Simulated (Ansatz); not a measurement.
Geometry optimisation, RKS B3LYP/cc-pVDZ (Ansatz 0.2.0).

input.yaml

```yaml
crystal:
  periodic: [false, false, false]
  atoms:
    - { symbol: B, position_ang: [0.0, 0.0, 0.0] }
    - { symbol: O, position_ang: [0.0, 0.0, 1.76] }
    - { symbol: H, position_ang: [-0.9095, -0.2814, 2.0971] }
    - { symbol: "N", position_ang: [1.3423, 0.0, -0.775] }
    - { symbol: H, position_ang: [1.8089, -0.9179, -1.0268] }
    - { symbol: H, position_ang: [1.7937, 0.9179, -1.0532] }
    - { symbol: Cl, position_ang: [-1.6108, 0.0, -0.93] }
    - { symbol: P, position_ang: [0.0991, 2.0949, 0.6969] }
    - { symbol: H, position_ang: [0.6595, 2.1347, 2.001] }
    - { symbol: H, position_ang: [0.9104, 2.8515, -0.1895] }
    - { symbol: H, position_ang: [0.0529, 1.1187, 1.6935] }
basis:
  gaussian: { orbitals: cc-pVDZ }
hamiltonian:
  xc: b3lyp
relax:
  f_tol: 0.15
  max_steps: 25
  restrain:
    - { distance: [0, 7], at: 1.91, k: 30.0 }
    - { distance: [10, 1], at: 1.01, k: 30.0 }
    - { distance: [0, 1], at: 2.61, k: 30.0 }
    - { distance: [10, 7], at: 2.62, k: 30.0 }
output:
  orbitals: {}
```

Launched with:

```bash
$ ansatz run input.yaml --threads 4 --pin off --max-ram 5120MiB --backend cpu --events-out ev --progress --plain --runs-dir out
```

Problem. Where does it end, and by what steps?

Solution. It converged. The restraints hold the end off the free minimum; the threshold counts their pulls, which the force column leaves out. Restrained pairs: B1–P8 (2.21 → 1.92 Å), O2–H11 (1.12 → 0.99 Å), B1–O2 (1.76 → 2.62 Å), P8–H11 (1.40 → 2.62 Å). After 17 steps the energy has fallen by 5.559 eV (the restraints' own energy left out); H9 moved furthest, 1.77 Å.

```csv
step,energy less start (eV),largest force component (eV/Å),accepted
0,0.0000,5.968,yes
1,-2.2488,3.989,yes
2,-3.1291,3.202,yes
3,-3.8444,3.232,yes
4,-4.6917,1.879,yes
5,-5.0213,2.933,yes
6,-5.2146,1.432,yes
7,-5.2148,1.927,yes
8,-5.2988,1.421,yes
9,-5.3778,0.804,yes
10,-5.4193,0.730,yes
11,-5.4360,1.034,yes
12,-5.4621,0.889,yes
13,-5.4993,0.727,yes
14,-5.5112,1.084,yes
15,-5.5368,0.964,yes
16,-5.5565,0.681,yes
17,-5.5593,0.726,yes
```

```xyz
11
Properties=species:S:1:pos:R:3
B 0.265 0.721 -0.207
O -0.200 -0.416 2.106
H -1.038 -0.664 1.686
N 1.392 0.008 -0.591
H 1.329 -0.931 -0.972
H 2.333 0.297 -0.352
Cl -1.348 0.135 -0.830
P 0.252 2.395 0.742
H 1.654 2.686 0.649
H -0.106 3.191 -0.391
H -0.387 0.496 2.434
```

The run took 36 s on 4 threads of Arm Neoverse V2, on a shared host, peak memory 0.25 GiB.
